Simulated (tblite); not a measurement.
Compound: C3H10OSi4.
Atom-mapped SMILES: `[CH:1]#[C:2][Si@H:3]1[SiH2:4][Si@H:5]([O:6][CH3:7])[SiH2:8]1` (hydrogens: H9 on C1; H10 on Si3; H11, H12 on Si4; H13 on Si5; H14, H15, H16 on C7; H17, H18 on Si8)

Structure optimised with GFN2-xTB, isolated species.

List the bond lengths, angles and torsions at this level.

| bond | length (pm) | order |
| --- | --- | --- |
| C1≡C2 | 120.4 | triple |
| C2–Si3 | 185.1 | single |
| Si3–Si4, Si3–Si8 | 237.4 | single |
| Si4–Si5 | 236.1 | single |
| Si5–O6 | 164.1 | single |
| O6–C7 | 138.8 | single |
| Si5–Si8 | 233.7 | single |
| C1–H9 | 105.3 | single |
| Si3–H10 | 147.7 | single |
| Si4–H11, Si8–H18 | 147.3 | single |
| Si4–H12, Si8–H17 | 147.1 | single |
| Si5–H13 | 147.9 | single |
| C7–H14, C7–H15, C7–H16 | 109.3 | single |

Bonds in one row agree within 1 pm and their mean is given. Orders are formal, as drawn. A selection of angles:
| angle | degrees |
| --- | --- |
| C2–C1–H9 | 179.3 |
| C1–C2–Si3 | 177.7 |
| C2–Si3–Si4 | 114.6 |
| C2–Si3–Si8 | 114.3 |
| C2–Si3–H10 | 101.5 |
| Si4–Si3–Si8 | 90.5 |
| Si4–Si3–H10 | 117.8 |
| Si8–Si3–H10 | 119.0 |
| Si3–Si4–Si5 | 88.4 |
| Si3–Si4–H11 | 115.9 |
| Si3–Si4–H12 | 115.6 |
| Si5–Si4–H11 | 117.6 |
| Si5–Si4–H12 | 117.7 |
| H11–Si4–H12 | 102.3 |
| Si4–Si5–O6 | 110.3 |
| Si4–Si5–Si8 | 91.7 |
| Si4–Si5–H13 | 118.7 |
| O6–Si5–Si8 | 100.4 |
| O6–Si5–H13 | 107.4 |
| Si8–Si5–H13 | 126.3 |
| Si5–O6–C7 | 127.1 |
| O6–C7–H14 | 110.8 |
| O6–C7–H15 | 108.3 |
| H14–C7–H15 | 109.2 |
| Si5–Si8–H17 | 112.7 |
| Si5–Si8–H18 | 121.6 |
| Si3–Si8–Si5 | 89.0 |
| Si3–Si8–H17 | 112.8 |
| Si3–Si8–H18 | 117.6 |
| H17–Si8–H18 | 103.3 |

Torsions: C2–Si3–Si4–Si5 122° (anticlinal); Si3–Si4–Si5–O6 97° (anticlinal); Si4–Si5–O6–C7 71° (synclinal); Si4–Si5–Si8–Si3 5° (synperiplanar); C2–Si3–Si8–Si5 -122° (anticlinal).

The 4-membered ring Si3–Si4–Si5–Si8 has internal angles of 88.4° to 91.7°; it is slightly puckered (a soft mode that the optimisation may not have finished), 0.05 Å rms from its mean plane, widest ring torsion 5°. Si5 (oxygen-bound silicon) has angles from 91.7° to 126.3°. The 4 Si–Si bonds span 2.337 Å (Si5–Si8, drawn single) to 2.375 Å (Si3–Si4, drawn single), a spread of 0.038 Å. O6 (silyl ether oxygen) is bent (angle 127.1°). Si3 (SiH silicon) has angles from 90.5° to 119.0°. Si4 (SiH2 silicon) has angles from 88.4° to 117.7°.

Point group: C1 (no symmetry element, even within 0.4 Å). Its GFN2-xTB frequencies are all real (lowest 28 cm⁻¹). One conformer, not necessarily the lowest.

The numbers are calculated, not measured.
